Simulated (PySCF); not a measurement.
# An excited-state table with gaps

C6H4F3O (charge +1).
SMILES: `FC(F)(F)c1cccc[o+]1`

Theory: TDDFT CAM-B3LYP/def2-SVPD, vertical, gas phase, core orbitals frozen in the response in PySCF 2.14.0, density-fitted response routines. Isolated species at its PBE0-D3(BJ)/def2-SVP geometry, gas phase. Torsions of this conformer, `[F:1][C:2]([F:3])([F:4])[c:5]1[cH:6][cH:7][cH:8][cH:9][o+:10]1`: F1–C2–C5–C6 -54°.

Lowest singlets, with some entries withheld (?).

| state | ν̃ (cm⁻¹) | f | main configurations (H = HOMO, L = LUMO) |
| --- | --- | --- | --- |
| S1 | 42420 | 0.176 | H→L (94%) |
| S2 | 49290 | 0.0037 | H-2→L (79%), H-4→L (17%) |
| S3 | 51420 | 0.0061 | H-1→L (65%), H→L+1 (34%) |
| S4 | ? | 0.0003 | H-4→L (73%), H-2→L (13%), H-7→L (9%) |
| S5 | ? | 0.503 | H→L+1 (63%), H-1→L (33%) |
| S6 | ? | 0.0007 | H-2→L+1 (61%), H-7→L (24%), H-4→L+1 (10%) |

(1) What stands in place of each question mark?

(2) How far apart are S2 and S3, in eV and cm⁻¹?

(3) What is the mean static polarisability from the same response equations?

## Answers

(1) 
- S4: ν̃ = 55750 cm⁻¹
- S5: ν̃ = 60310 cm⁻¹
- S6: ν̃ = 61330 cm⁻¹

(2) 6.375 − 6.111 = 0.264 eV, or about 2130 cm⁻¹.

(3) 67.7 au (10.03 Å³), with principal values 43.9, 72.4 and 86.8 au.
